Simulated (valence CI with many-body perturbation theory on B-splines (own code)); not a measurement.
E1 transitions of Tl⁶⁶⁺

Method: valence CI with perturbative core correlation (CI+MBPT): five valence electrons over a frozen Dirac-Fock core [Ne], a basis of 9 s, 9 p, 8 d, 6 f, 3 g, 1 h functions for each j, with the one-electron correlation potential Σ1 (screened to all orders), the two-electron term Σ2, the three-electron term Σ3, Breit, model QED; selected single and double excitations, second order for the rest (own B-spline code, finite nucleus).

No measured spectrum was set against this ion. As an estimate, large intervals hold to a few tenths of a per cent, small ones and those within an open d or f shell to about a per cent. Among the levels kept, up to 620 cm⁻¹ of a level comes from second order outside the variational space, and about a tenth of that is noise between levels of different J, which matters for small intervals.

Lines 151 to 200 of 215 in falling wavelength, among levels below 1249.2 eV, chosen from the strongest by gf and those to the six lowest levels. Wavelengths and rates use the calculated energies. Electric multipoles are in the length gauge, E1 and E2 with the static RPA response of the core. Weak lines are less certain than strong ones. Lines between different terms over intervals too small for the method are left out, as are lines whose strength nearly cancels. The highest levels of a list are the least certain.

Levels are named by their leading jj configuration (3d3/2^4 stands for four electrons in 3d with j = 3/2), which in mixed levels can hold well under half, so a name can repeat and another be missing. Letters in brackets count levels of one name in rising energy.

```csv
λ vac (Å),Upper,Lower,A (s⁻¹),log gf,Branch %
30.17,(3s^2 3p1/2 3d3/2 3d5/2) J=1/2,(3s^2 3p1/2 3p3/2 3d3/2) J=1/2 [a],4.74e+11,-0.89,74.3
30.10,(3s^2 3p1/2 3d3/2 3d5/2) J=3/2,(3s^2 3p1/2 3p3/2 3d3/2) J=5/2 [a],7.14e+10,-1.41,10.1
29.69,(3s^2 3p1/2 3p3/2 3d5/2) J=3/2 [b],(3s^2 3p1/2 3p3/2^2) J=5/2,8.78e+10,-1.33,15.8
29.65,(3s^2 3p1/2 3p3/2 3d5/2) J=5/2 [b],(3s^2 3p1/2 3p3/2^2) J=3/2,8.62e+11,-0.17,82.5
29.28,(3s 3p1/2^2 3p3/2 3d5/2) J=7/2 [b],(3s 3p1/2^2 3p3/2^2) J=5/2,2.40e+11,-0.61,10.0
28.80,(3s^2 3p1/2 3p3/2 3d5/2) J=3/2 [b],(3s^2 3p1/2 3p3/2^2) J=3/2,3.83e+06,-5.72,0.0
28.65,(3s^2 3p1/2 3d3/2 3d5/2) J=3/2,(3s 3p1/2^2 3p3/2^2) J=3/2,2.41e+10,-1.93,3.4
28.53,(3s^2 3p1/2 3p3/2 3d5/2) J=1/2,(3s^2 3p1/2 3p3/2^2) J=3/2,8.44e+10,-1.69,10.9
28.24,(3s 3p1/2^2 3p3/2 3d5/2) J=5/2 [b],(3s 3p1/2^2 3p3/2^2) J=5/2,3.36e+10,-1.62,1.9
28.08,(3s 3p1/2^2 3p3/2 3d5/2) J=3/2 [b],(3s 3p1/2^2 3p3/2^2) J=5/2,2.96e+10,-1.85,1.4
27.95,(3s^2 3p1/2 3d3/2 3d5/2) J=7/2 [b],(3s^2 3p1/2 3p3/2 3d3/2) J=7/2,1.15e+10,-1.97,0.1
27.38,(3s^2 3p1/2 3d3/2 3d5/2) J=7/2 [a],(3s 3p1/2^2 3p3/2^2) J=5/2,8.77e+09,-2.10,1.5
27.11,(3s^2 3p1/2 3d3/2 3d5/2) J=7/2 [b],(3s^2 3p1/2 3p3/2 3d3/2) J=5/2 [a],2.04e+10,-1.75,0.2
20.90,(3s 3p1/2^2 3p3/2 3d3/2) J=5/2 [a],(3s^2 3p1/2^2 3d5/2) J=5/2,4.26e+08,-3.78,0.7
20.82,(3s 3p1/2^2 3p3/2 3d3/2) J=3/2 [a],(3s^2 3p1/2^2 3d5/2) J=5/2,1.55e+08,-4.39,0.1
20.47,(3s 3p1/2^2 3p3/2 3d3/2) J=7/2,(3s^2 3p1/2^2 3d5/2) J=5/2,2.45e+10,-1.91,36.4
19.82,(3s 3p1/2^2 3p3/2 3d3/2) J=3/2 [b],(3s^2 3p1/2^2 3d5/2) J=5/2,5.45e+09,-2.89,0.4
19.49,(3s 3p1/2^2 3p3/2 3d3/2) J=5/2 [b],(3s^2 3p1/2^2 3d5/2) J=5/2,8.16e+09,-2.55,0.4
18.57,(3s^2 3p1/2 3d3/2^2) J=5/2,(3s^2 3p1/2^2 3d5/2) J=5/2,9.15e+08,-3.55,0.0
17.60,(3s^2 3p3/2^3) J=3/2,(3s^2 3p1/2^2 3d5/2) J=5/2,5.40e+08,-4.00,3.1
17.24,(3s^2 3p1/2 3d3/2^2) J=3/2,(3s^2 3p1/2^2 3d5/2) J=5/2,1.66e+10,-2.53,0.1
16.93,(3s 3p1/2^2 3p3/2 3d3/2) J=5/2 [a],(3s^2 3p1/2^2 3d3/2) J=3/2,9.86e+09,-2.59,16.3
16.88,(3s 3p1/2^2 3p3/2 3d3/2) J=3/2 [a],(3s^2 3p1/2^2 3d3/2) J=3/2,1.05e+11,-1.75,60.4
16.83,(3s 3p1/2^2 3p3/2 3d5/2) J=5/2 [a],(3s^2 3p1/2^2 3d5/2) J=5/2,4.19e+11,-0.97,54.9
16.83,(3s 3p1/2^2 3p3/2^2) J=5/2,(3s^2 3p1/2^2 3p3/2) J=3/2,6.82e+11,-0.76,95.2
16.81,(3s 3p1/2^2 3p3/2 3d3/2) J=1/2 [a],(3s^2 3p1/2^2 3d3/2) J=3/2,1.06e+10,-3.05,17.3
16.65,(3s 3p1/2^2 3p3/2 3d5/2) J=7/2 [a],(3s^2 3p1/2^2 3d5/2) J=5/2,7.71e+10,-1.59,13.6
16.56,(3s 3p1/2^2 3p3/2 3d5/2) J=3/2 [a],(3s^2 3p1/2^2 3d5/2) J=5/2,2.90e+11,-1.32,26.5
16.25,(3s 3p1/2^2 3p3/2 3d5/2) J=7/2 [b],(3s^2 3p1/2^2 3d5/2) J=5/2,2.07e+12,-0.18,85.8
16.21,(3s 3p1/2^2 3p3/2 3d3/2) J=3/2 [b],(3s^2 3p1/2^2 3d3/2) J=3/2,1.21e+12,-0.72,92.0
16.13,(3s 3p1/2^2 3p3/2^2) J=3/2,(3s^2 3p1/2^2 3p3/2) J=3/2,1.59e+12,-0.60,96.2
16.06,(3s 3p1/2^2 3p3/2^2) J=1/2,(3s^2 3p1/2^2 3p3/2) J=3/2,1.33e+12,-0.99,96.7
15.99,(3s 3p1/2^2 3p3/2 3d3/2) J=5/2 [b],(3s^2 3p1/2^2 3d3/2) J=3/2,2.01e+12,-0.33,95.8
15.93,(3s 3p1/2^2 3p3/2 3d5/2) J=5/2 [b],(3s^2 3p1/2^2 3d5/2) J=5/2,9.33e+11,-0.67,53.8
15.87,(3s 3p1/2^2 3p3/2 3d5/2) J=3/2 [b],(3s^2 3p1/2^2 3d5/2) J=5/2,1.60e+12,-0.62,75.5
15.87,(3s 3p1/2^2 3p3/2 3d3/2) J=1/2 [b],(3s^2 3p1/2^2 3d3/2) J=3/2,2.67e+12,-0.70,96.2
15.71,(3s^2 3p1/2 3p3/2 3d3/2) J=5/2 [a],(3s^2 3p1/2^2 3p3/2) J=3/2,2.17e+09,-3.32,18.1
15.65,(3s^2 3p1/2 3d3/2 3d5/2) J=7/2 [a],(3s^2 3p1/2^2 3d5/2) J=5/2,1.36e+11,-1.40,22.7
15.63,(3s^2 3p1/2 3p3/2 3d3/2) J=1/2 [a],(3s^2 3p1/2^2 3p3/2) J=3/2,1.39e+09,-3.99,9.4
15.62,(3s^2 3p1/2 3p3/2 3d3/2) J=3/2 [a],(3s^2 3p1/2^2 3p3/2) J=3/2,6.08e+11,-1.05,95.0
15.56,(3s^2 3p1/2 3d3/2 3d5/2) J=5/2 [a],(3s^2 3p1/2^2 3d5/2) J=5/2,2.92e+11,-1.20,35.3
15.42,(3s^2 3p1/2 3d3/2 3d5/2) J=3/2,(3s^2 3p1/2^2 3d5/2) J=5/2,4.71e+10,-2.17,6.6
15.37,(3s^2 3p1/2 3d3/2^2) J=5/2,(3s^2 3p1/2^2 3d3/2) J=3/2,4.87e+12,0.01,99.3
14.82,(3s^2 3p1/2 3p3/2 3d3/2) J=5/2 [b],(3s^2 3p1/2^2 3p3/2) J=3/2,6.43e+12,0.10,99.9
14.70,(3s^2 3p3/2^3) J=3/2,(3s^2 3p1/2^2 3d3/2) J=3/2,9.80e+09,-2.90,56.0
14.66,(3s^2 3p1/2 3d3/2 3d5/2) J=5/2 [b],(3s^2 3p1/2^2 3d5/2) J=5/2,1.03e+13,0.30,95.9
14.60,(3s^2 3p1/2 3d3/2 3d5/2) J=7/2 [b],(3s^2 3p1/2^2 3d5/2) J=5/2,8.16e+12,0.32,93.6
14.59,(3s^2 3p1/2 3p3/2 3d3/2) J=1/2 [b],(3s^2 3p1/2^2 3p3/2) J=3/2,8.88e+12,-0.25,99.9
14.56,(3s^2 3p1/2 3p3/2 3d3/2) J=3/2 [b],(3s^2 3p1/2^2 3p3/2) J=3/2,1.30e+13,0.22,100.0
14.51,(3s^2 3p1/2 3d3/2^2) J=1/2,(3s^2 3p1/2^2 3d3/2) J=3/2,8.36e+12,-0.28,99.6
```

**Question.** How does gf follow from A for the line at 16.13 Å?

**Answer.** gf = 1.4992 × (2J+1)_upper × A / σ², with σ = 6197895 cm⁻¹ and 2J+1 = 4: gf = 0.248.
